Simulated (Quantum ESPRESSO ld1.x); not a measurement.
The numbers below are computed, except where a source is named.
Q: Au45+, 34 electrons, occupied as [Ar] 3d9 4s2 4p4 5s1 (not the ground configuration). Code: ld1.x of Quantum ESPRESSO 7.5. Model: Dirac Kohn-Sham, LDA (Slater exchange, Gunnarsson-Lundqvist correlation), spin-unpolarised, spherical densities, point nucleus; open shells fill j = l - 1/2 first. Some entries of the table are withheld. Estimate them.

| orbital | occ. | eigenvalue (hartree) | <1/r> (bohr^-1) | <r^2> (bohr^2) |
|---|---|---|---|---|
| 1s1/2 | 2 | -3048.43 | 95.76 | 0.0003935 |
| 2s1/2 | 2 | -608.494 | 23.56 | 0.005922 |
| 2p1/2 | 2 | (1) | 23.50 | 0.004190 |
| 2p3/2 | 4 | (2) | 19.16 | 0.005368 |
| 3s1/2 | 2 | (3) | 8.824 | 0.03717 |
| 3p1/2 | 2 | -195.725 | 8.737 | 0.03372 |
| 3p3/2 | 4 | -180.117 | 7.604 | 0.03951 |
| 3d3/2 | 4 | -165.414 | (4) | 0.02990 |
| 3d5/2 | 5 | -162.001 | (5) | 0.03144 |
| 4s1/2 | 2 | -96.9344 | 4.262 | 0.1461 |
| 4p1/2 | 2 | -92.9527 | 4.194 | 0.1434 |
| 4p3/2 | 2 | -87.7761 | 3.803 | 0.1607 |
| 4d3/2 | 0 | -81.5519 | 3.694 | 0.1503 |
| 4d5/2 | 0 | -80.4244 | 3.606 | 0.1551 |
| 4f5/2 | 0 | -73.3552 | 3.420 | (6) |
| 4f7/2 | 0 | -73.0110 | 3.388 | (7) |
| 5s1/2 | 1 | -56.2835 | 2.483 | 0.4159 |
| 5p1/2 | 0 | -54.3526 | 2.445 | 0.4191 |
| 5p3/2 | 0 | -52.0420 | 2.270 | 0.4572 |
| 6s1/2 | 0 | -36.7390 | 1.630 | 0.9548 |

A: 
(1) 2p1/2 eigenvalue (hartree): -587.398
(2) 2p3/2 eigenvalue (hartree): -519.839
(3) 3s1/2 eigenvalue (hartree): -204.885
(4) 3d3/2 <1/r> (bohr^-1): 7.490
(5) 3d5/2 <1/r> (bohr^-1): 7.233
(6) 4f5/2 <r^2> (bohr^2): 0.1260
(7) 4f7/2 <r^2> (bohr^2): 0.1278
